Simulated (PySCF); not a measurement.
A PySCF script (with the pyscf-properties extension) for the NMR shieldings of `C(=C\[SiH2]OC)(/C[SiH3])[SiH2]Cl`, C$_{4}$H$_{13}$ClOSi$_{3}$, on a GFN2-xTB geometry:

```python
import basis_set_exchange as bse
import numpy as np
from pyscf import gto, dft
from pyscf.prop import nmr

atoms = """
C     3.314668    0.130723    0.888588
O     2.089927   -0.047647    0.250452
Si    1.753467   -1.079724   -0.971705
C    -0.045854   -0.693741   -1.238372
C    -0.772923    0.242619   -0.614452
C    -2.224604    0.386398   -0.925801
Si   -3.284939   -0.651180    0.277151
Si   -0.012793    1.372923    0.705768
Cl   -1.487271    2.679977    1.274233
H     3.632362   -0.793775    1.378292
H     3.191958    0.912455    1.637673
H     4.087944    0.430909    0.177142
H     2.613909   -0.784235   -2.126819
H     2.008550   -2.462391   -0.544685
H    -0.541994   -1.310731   -1.982109
H    -2.425986    0.047304   -1.944658
H    -2.535455    1.428206   -0.858492
H    -2.852050   -2.050250    0.201305
H    -3.125241   -0.166632    1.644154
H    -4.680125   -0.547785   -0.157880
H     0.293025    0.691247    1.961145
H     0.993016    2.284719    0.166650
"""
names = dict.fromkeys(["C", "O", "Si", "Cl", "H"], "pcSseg-1")
basis = {el: gto.basis.parse(bse.get_basis(n, elements=[el], fmt="nwchem")) for el, n in names.items()}
mol = gto.M(atom=atoms, basis=basis, charge=0, verbose=0)
mf = dft.RKS(mol, xc="PBE0")
mf.grids.level = 2
mf.grids.alignment = dft.numint.BLKSIZE   # the property module wants whole blocks of grid points
mf.conv_tol = 1e-9
mf.kernel()

calc = nmr.RKS(mf)   # GIAO
C = mf.mo_coeff
Co = C[:, mf.mo_occ > 0]
resp = mf.gen_response(singlet=True, hermi=2)
def vind(x):   # induced exchange potential for any number of trial vectors
    d = np.einsum("pi,xij,qj->xpq", C, 2 * x.reshape(-1, C.shape[1], Co.shape[1]), Co, optimize=True)
    return np.einsum("xpq,pi,qj->xij", resp(d - d.transpose(0, 2, 1)), C, Co, optimize=True).ravel()
mo1, _ = nmr.rhf.solve_mo1(calc, with_cphf=vind)
sigma = calc.kernel(mo1)
for i, s in enumerate(sigma):   # ppm
    w = np.linalg.eigvalsh((s + s.T) / 2)
    print("%2d %-2s iso %8.1f  s11 %8.1f  s22 %8.1f  s33 %8.1f" % (i, mol.atom_pure_symbol(i), w.mean(), *w))
```

**Question.** Give the expected output.

**Answer.** 
```
 0 C  iso    136.0  s11    106.0  s22    115.7  s33    186.3
 1 O  iso    334.3  s11    286.9  s22    346.1  s33    369.8
 2 Si iso    370.6  s11    323.8  s22    341.5  s33    446.5
 3 C  iso     49.9  s11    -49.2  s22     52.4  s33    146.6
 4 C  iso     16.0  s11   -100.2  s22    -15.7  s33    163.9
 5 C  iso    157.6  s11    140.5  s22    147.2  s33    185.2
 6 Si iso    412.1  s11    361.3  s22    411.4  s33    463.6
 7 Si iso    390.6  s11    339.4  s22    410.9  s33    421.5
 8 Cl iso    965.4  s11    932.2  s22    974.9  s33    988.9
 9 H  iso     28.1  s11     23.8  s22     25.5  s33     35.0
10 H  iso     27.8  s11     22.9  s22     26.6  s33     33.8
11 H  iso     28.1  s11     23.9  s22     25.5  s33     35.1
12 H  iso     26.5  s11     23.6  s22     24.4  s33     31.5
13 H  iso     26.5  s11     23.7  s22     24.4  s33     31.5
14 H  iso     25.5  s11     23.3  s22     24.3  s33     28.8
15 H  iso     29.5  s11     25.6  s22     28.2  s33     34.9
16 H  iso     28.9  s11     23.9  s22     30.2  s33     32.7
17 H  iso     28.1  s11     24.7  s22     26.8  s33     32.8
18 H  iso     27.6  s11     23.4  s22     28.4  s33     31.0
19 H  iso     27.6  s11     24.4  s22     24.8  s33     33.7
20 H  iso     26.1  s11     21.0  s22     26.8  s33     30.5
21 H  iso     26.2  s11     20.3  s22     27.2  s33     31.0
```

These numbers come from an equivalent density-fitted implementation of the same equations, which agrees with the script to about 0.01 ppm for H and up to a few tenths of a ppm for heavy atoms, so last digits may differ.

Size and cost of the density-fitted run: 246 basis functions, 100 s wall time on 1 thread of an Arm Neoverse N1, shared host; peak memory 1.2 GiB.
